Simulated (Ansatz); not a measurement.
System: thiosilicic acid, sum formula H4SiSO3, net charge 0, singlet state. 
Coordinates optimised at B3LYP-D3(BJ)/def2-TZVP (Ansatz, an electronic-structure program):
```
Si
O 1 1.6334
H 2 0.9620 1 116.64
O 1 1.6350 2 106.08 3 -30.27
H 4 0.9607 1 117.97 2 172.21
O 1 1.6385 2 115.47 3 87.48
H 6 0.9608 1 117.95 2 66.16
S 1 2.1335 2 107.31 3 -154.56
H 8 1.3437 1 94.34 2 40.82
```

Dipole moments at this geometry, in debye (magnitudes).

```tsv
level	program	dipole (D)
PBE/def2-TZVPD	Ansatz	0.78
B97M-V/def2-TZVPD	Ansatz	0.75
B3LYP/def2-TZVPD	Ansatz	0.74
r2SCAN0/def2-TZVPD	Ansatz	0.77
CCSD(T)/aug-cc-pV(D+d)Z	Ansatz	0.73
```
